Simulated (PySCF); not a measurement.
Work out the structure from these simulated measurements.

Elements present: C, Cl, H and Si. Monoisotopic mass: 171.9070 u.

- Rotational structure: rotational constants A, B, C: 1.401, 0.845, 0.819 GHz [GFN2-xTB]
- 1H NMR: chemical shifts (computed TMS as zero) by class: 5.37 (1 H), 4.98 (2 H) ppm [GIAO PBE0/pcSseg-1]
- NMR, other nuclei: isotropic shieldings of nuclei other than C and H, by class: 336 (1 Si), 805 (3 Cl) ppm [GIAO PBE0/pcSseg-1]
- 13C NMR: chemical shifts (computed TMS as zero) by class: 227.2 (1 C), 89.4 (1 C), 76.1 (1 C) ppm [GIAO PBE0/pcSseg-1]
- Dipole: 2.24 D [PBE0/pcSseg-1]

Gas-phase values; electronic properties from PySCF, density fitting. Levels stand in brackets. Geometry: GFN2-xTB; no solvent, vibrations or thermal averaging. NMR values are class means; diastereotopic atoms form classes of their own.

Task: Which formula fits the mass and the elements?

Result: C3H3Cl3Si (calculated 171.9070). No other formula that holds each of these elements comes within 0.0003 u with a fitting electron parity and a possible valence count.

Task: Give a SMILES that accounts for the data.

Result: Numbering: `[CH2:1]=[C:2]=[CH:3][Si:4]([Cl:5])([Cl:6])[Cl:7]`. Its formula, C3H3Cl3Si, gives 2 degrees of unsaturation: 0 rings and 2 π bonds in the structure found. 3 carbons fall into 3 classes; from least to most shielded: central carbon of cumulated double bonds [C2] (227.2 ppm), outer carbon of cumulated double bonds [C3] (89.4 ppm), outer carbon of cumulated double bonds [C1] (76.1 ppm). Hydrogen classes from least to most shielded: 1 H on an outer carbon of cumulated double bonds, C3 (5.37 ppm), 2 H on an outer carbon of cumulated double bonds, C1 (4.98 ppm). The other shieldings belong to: 336 ppm, chlorine-bound silicon [Si4]; 805 ppm, silicon-bound chlorine [Cl5/Cl6/Cl7]. By its constants the optimised geometry is an asymmetric top. Structure: `C=C=C[Si](Cl)(Cl)Cl`. The assignments are read from this structure; whether some other isomer fits the data as well wasn't checked.

The values belong to the conformer `[CH2:1]=[C:2]=[CH:3][Si:4]([Cl:5])([Cl:6])[Cl:7]`: C2–C3–Si4–Cl5 171°.
